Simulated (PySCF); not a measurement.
Si(CCH)2(Cl)(F) (C4H2ClFSi), SMILES C#C[Si](F)(Cl)C#C.

The structure is a stationary point at ωB97X-D3(BJ)/def2-SVP. The structure was generated by enumeration, and PubChem lists no compound with its InChIKey, so it may never have been made.

Method: PBE0/def2-TZVP in PySCF.

The molecule is in vacuum.

Computed frontier levels, gap, dipole moment and polarisability:
- highest occupied level = -8.66 eV
- lowest empty level = -1.34 eV
- orbital gap = 7.32 eV
- dipole moment = 2.51 D
- quadrupole, principal values (traceless, Buckingham form, about the centre of nuclear charge) = -12.24, -0.46, 12.69 D·Å
- mean static polarisability = 74.3 bohr³ (11.00 Å³)
- polarisability, principal values = 53.2, 75.5, 94.0 bohr³
